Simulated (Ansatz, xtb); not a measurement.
# Ranking isomers of C6H4O2S

3 gas-phase structures of C6H4O2S, from a drawn sample of its isomers (lower ones may exist). Each was relaxed with GFN2-xTB; where two conformers were screened, the lower at r2SCAN-D4/def2-SVP is listed:

A. `O=Cc1csc(C=O)c1`, a singlet
B. `O=Cc1ccc(C=O)s1`, a singlet
C. `O=Cc1cscc1C=O`, a singlet

Q: Estimate their order in r2SCAN-D4/def2-SVP energy at these geometries, lowest first.

A: Calculated order at r2SCAN-D4/def2-SVP: B (0.000), A (0.011), C (0.140) eV. Less than 1 kcal/mol parts B and A, so the order within that pair means little.

Energies above the lowest of each column, in eV; the last columns are at B3LYP/def2-SVP geometries:

```json
{"structure": "B", "GFN2-xTB": "0.008", "HF/STO-3G": "0.028", "r2SCAN-D4/def2-SVP": "0.000", "B3LYP/def2-SVP": "0.011", "CCSD(T)/def2-SVP + ΔMP2/def2-TZVPP": "0.020"}
{"structure": "A", "GFN2-xTB": "0.000", "HF/STO-3G": "0.000", "r2SCAN-D4/def2-SVP": "0.011", "B3LYP/def2-SVP": "0.000", "CCSD(T)/def2-SVP + ΔMP2/def2-TZVPP": "0.000"}
{"structure": "C", "GFN2-xTB": "0.027", "HF/STO-3G": "0.014", "r2SCAN-D4/def2-SVP": "0.140", "B3LYP/def2-SVP": "0.098", "CCSD(T)/def2-SVP + ΔMP2/def2-TZVPP": "0.082"}
```

Every level run on A puts it lowest or level with the lowest. CCSD(T)/def2-SVP + ΔMP2/def2-TZVPP orders those it was run on as A (0.000), B (0.020), C (0.082) eV. Less than 1 kcal/mol parts A and B, so the order within that pair means little. Some further structures that were screened fall inside this span and aren't listed. Flexible structures stand in one conformer each, not always the lowest. ΔMP2 is the change of the MP2 energy from the smaller to the larger basis.

Programs: Ansatz 0.2.0, xtb 6.7.1.
